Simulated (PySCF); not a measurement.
Stationary points of [SbO2]-

Computed with PySCF, PBE0, basis Sb def2-TZVPD with ECP28, O def2-TZVPD (scalar-relativistic core potentials, no spin–orbit coupling, density fitting).

Relaxations began from a few typed shapes. The search is not exhaustive: other isomers or separated fragments can lie lower, and high-lying points may rest on an excited occupation.

| spin | group | bonds | angles | imaginary modes (cm⁻¹) | ΔE (kJ/mol) | ΔE with ZPE (kJ/mol) |
| --- | --- | --- | --- | --- | --- | --- |
| singlet | C2v | Sb–O 1.846 Å (×2) | O–Sb–O 111.2° | none | 0.0 | 0.0 |
| singlet | D∞h | Sb–O 1.903 Å (×2) | O–Sb–O 180.0° | 376i, 376i | 207.7 | – |

The lowest minimum found is the singlet C2v: Sb–O 1.846 Å (×2); O–Sb–O 111.2°.

Counting electrons, antimony keeps 2 of its valence electrons outside its bonds, so the VSEPR class is AX2E1 and the expected shape is bent (C2v), as computed.

For the lowest minimum: the lowest empty level of this anion is unbound, so it and the gap depend on the basis.
